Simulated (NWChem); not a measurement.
Species: C₂H₇O cation; SMILES CC[OH2+]

```xyz
10

C      0.2800    -1.2776     0.0000
C     -0.6073    -0.0758     0.0000
O      0.1964     1.2190     0.0000
H     -0.3734    -2.1651     0.0000
H      0.9072    -1.3419    -0.9018
H      0.9072    -1.3419     0.9018
H     -1.2308     0.0392     0.8957
H     -1.2308     0.0392    -0.8957
H      0.7484     1.3517    -0.7956
H      0.7484     1.3517     0.7956
```
Atoms are numbered in this order, from 1.

All runs: NWChem. Coordinates come from a PBE0/def2-SVP optimisation. B3LYP is NWChem's, with the RPA form of VWN correlation. Level: B3LYP/def2-SVP with COSMO at NWChem's default radii, gas-phase geometry; the question gives the dielectric constant. Reactions with the solvent are ignored.

**Question.** Estimate the computed values for dielectric constant 3.9. Quantities: electrostatic solvation energy (kcal/mol).

**Answer.** 
| Quantity | Value |
|---|---|
| electrostatic solvation energy (kcal/mol) | -54.1 |
